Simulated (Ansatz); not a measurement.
C$_{2}$H$_{6}$FGaSe, SMILES `C[C](F)([GaH2])[SeH]` at its PBE0-D4/def2-TZVP geometry, where that method's forces vanish. The species carries charge 0 and has multiplicity 1.

```xyz
11

C    -1.4220    0.0012    0.2191
C     0.0217   -0.0800    0.6038
F     0.1313   -0.2028    1.9669
Ga    1.4647   -0.9131   -0.4904
Se    1.0163    1.6717    0.1577
H    -1.9062   -0.9388    0.5009
H    -1.9363    0.8212    0.7285
H    -1.5285    0.1231   -0.8597
H     1.1575   -1.0525   -2.0170
H     2.7572   -1.3658    0.2528
H     0.2442    1.9357   -1.0627
```

(1) What forces (eV/Å) does r2SCAN-D4/def2-TZVPP give on these atoms in Ansatz? (An estimate is asked.)

Results:

(1) Computed: 
```
C1  -0.108  0.020 -0.019
C2  -0.057 -0.242 -0.276
F3   0.015 -0.023  0.323
Ga4  0.065 -0.015 -0.044
Se5  0.146  0.214 -0.074
H6   0.013  0.007  0.003
H7  -0.004 -0.009 -0.003
H8   0.005  0.000  0.019
H9   0.024  0.015  0.118
H10 -0.105  0.044 -0.056
H11  0.005 -0.010  0.010
```
